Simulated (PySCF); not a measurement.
Match the calculated data to a structure.

All candidates are H11NOSi4.

* Dipole: 0.98 D [CAM-B3LYP/def2-SVPD]
* NMR, other nuclei: isotropic shieldings of nuclei other than C and H, by class: 278 (1 N), 351 (1 O), 380 (1 Si), 393 (1 Si), 402 (1 Si), 405 (1 Si) ppm [GIAO PBE0/pcSseg-1]
* UV, first state: lowest singlet excitation: 5.46 eV (227 nm, f = 0.002) [TDDFT CAM-B3LYP/def2-SVPD]
* 1H NMR: chemical shifts (computed TMS as zero) by class: 5.91 (2 H), 5.27 (2 H), 5.03 (3 H), 4.58 (3 H), -0.93 (1 H) ppm [GIAO PBE0/pcSseg-1]
* Triplet: lowest triplet excitation (Tamm–Dancoff): 5.10 eV [TDA CAM-B3LYP/def2-SVPD]
* UV, strongest line: among the 8 lowest singlet transitions: S7 at 7.40 eV (168 nm, f = 0.038) [TDDFT CAM-B3LYP/def2-SVPD]
* Polarisability: 115.1 au [CAM-B3LYP/def2-SVPD]
* Rotational structure: rotational constants A, B, C: 4.345, 0.540, 0.496 GHz [GFN2-xTB]

The electronic properties come from PySCF, for the isolated species, density fitting. Levels stand in brackets. One conformer (not necessarily the lowest) at the GFN2-xTB geometry, without solvent, vibrations or thermal averaging. GFN2-xTB frequencies show an imaginary mode (23i cm⁻¹), so this geometry is no minimum at that level. Each NMR value is the plain mean over a class of atoms that symmetry, rotation or inversion makes alike.

Question: Which candidate is it?
A. `N[Si@H](O[SiH3])[SiH2][SiH3]`
B. `[SiH3]O[SiH2]N[SiH2][SiH3]`
C. `[SiH3]N[SiH2][SiH2]O[SiH3]`
D. `N[SiH2][Si@@H](O)[SiH2][SiH3]`
E. `N[Si]([SiH3])([SiH3])[SiH2]O`

Answer: C. It is `[SiH3]N[SiH2][SiH2]O[SiH3]`. Numbering: `[SiH3:1][NH:2][SiH2:3][SiH2:4][O:5][SiH3:6]`. Its formula, H11NOSi4, gives 0 degrees of unsaturation, so no ring and no π bond. Hydrogen classes from least to most shielded: 2 H on an oxygen-bound silicon, Si4 (5.91 ppm), 2 H on an SiH2 silicon, Si3 (5.27 ppm), 3 H on an oxygen-bound silicon, Si6 (5.03 ppm), 3 H on an SiH3 silicon, Si1 (4.58 ppm, a mean of values up to 0.5 ppm apart in this geometry), 1 H on a nitrogen bridging silicon atoms, N2 (-0.93 ppm). The other shieldings belong to: 278 ppm, nitrogen bridging silicon atoms [N2]; 351 ppm, siloxane oxygen [O5]; 380 ppm, oxygen-bound silicon [Si4]; 393 ppm, oxygen-bound silicon [Si6]; 402 ppm, SiH3 silicon [Si1]; 405 ppm, SiH2 silicon [Si3]. The optimised geometry has point group C1 and is an asymmetric top.

The others, at the same levels:
- `N[Si@H](O[SiH3])[SiH2][SiH3]` fails: its computed 1H shifts are 6.00 (1 H), 5.16 (3 H), 3.50 (3 H), 3.45 (1 H), 3.20 (1 H), 0.40 (2 H) ppm, rotational constant A is 2.646 GHz (against 4.345 GHz) and smallest rotational constant is 0.602 GHz (against 0.496 GHz).
- `N[Si]([SiH3])([SiH3])[SiH2]O` fails: its computed 1H shifts are 5.41 (2 H), 3.64 (6 H), -0.26 (1 H), -0.85 (2 H) ppm, lowest singlet excitation is 4.67 eV (266 nm, f = 0.009) (against 5.46 eV) and lowest triplet excitation (Tamm–Dancoff) is 4.22 eV (against 5.10 eV).
- `[SiH3]O[SiH2]N[SiH2][SiH3]` fails: its computed 1H shifts are 5.27 (3 H), 5.26 (2 H), 5.08 (2 H), 3.64 (3 H), 0.03 (1 H) ppm, lowest singlet excitation is 5.97 eV (208 nm, f = 0.003) (against 5.46 eV) and lowest triplet excitation (Tamm–Dancoff) is 5.59 eV (against 5.10 eV).
- `N[SiH2][Si@@H](O)[SiH2][SiH3]` fails: its computed 1H shifts are 6.21 (1 H), 5.45 (1 H), 5.12 (1 H), 3.55 (1 H), 3.54 (3 H), 3.22 (1 H), -0.05 (1 H), -0.41 (2 H) ppm, lowest triplet excitation (Tamm–Dancoff) is 4.84 eV (against 5.10 eV) and strongest line among the 8 lowest singlet transitions is S4 at 6.48 eV (191 nm, f = 0.287) (against S7 at 7.40 eV).

Each candidate is one conformer, not necessarily the lowest. The conformers computed, where there is a choice (atom-mapped SMILES and torsion angles):
- `[SiH3:1][NH:2][SiH2:3][SiH2:4][O:5][SiH3:6]`: Si1–N2–Si3–Si4 40°, N2–Si3–Si4–O5 172°, Si3–Si4–O5–Si6 29°
- `[NH2:1][Si@H:2]([O:3][SiH3:4])[SiH2:5][SiH3:6]`: N1–Si2–O3–Si4 -83°, N1–Si2–Si5–Si6 -22°, H–N1–Si2–O3 -41°, H–N1–Si2–O3 180°
- `[NH2:1][Si:2]([SiH3:3])([SiH3:4])[SiH2:5][OH:6]`: N1–Si2–Si5–O6 172°, H–N1–Si2–Si3 55°, H–N1–Si2–Si3 -168°, H–O6–Si5–Si2 -62°
- `[SiH3:1][O:2][SiH2:3][NH:4][SiH2:5][SiH3:6]`: Si1–O2–Si3–N4 51°, O2–Si3–N4–Si5 31°, Si3–N4–Si5–Si6 42°
- `[NH2:1][SiH2:2][Si@@H:3]([OH:4])[SiH2:5][SiH3:6]`: N1–Si2–Si3–O4 -169°, Si2–Si3–Si5–Si6 -166°, H–N1–Si2–Si3 173°, H–N1–Si2–Si3 -50°, H–O4–Si3–Si2 -173°
